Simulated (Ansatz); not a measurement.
Input for Ansatz (a first-principles code):
Ansatz 0.2 input:
```yaml
crystal:
  periodic: [false, false, false]
  atoms:
    - {symbol: Cl, position_ang: [-0.00000000, -0.00000000, -0.98043196]}
    - {symbol: Cl, position_ang: [0.00000000, 0.00000000, 0.98043196]}
basis:
  gaussian:
    orbitals: cc-pVTZ
hamiltonian:
  xc: b3lyp
total_charge: 1
magnetization: {spin_polarized: true, initial_magnetization: 1}
```

### Question
Give the number of basis functions at the level Ansatz with B3LYP/cc-pVTZ.

### Answer
68

### Question
What is the computed <S^2> (B3LYP/cc-pVTZ)?

### Answer
0.754

### Question
Predict the total energy from B3LYP/cc-pVTZ.

### Answer
-920.0161 Eh
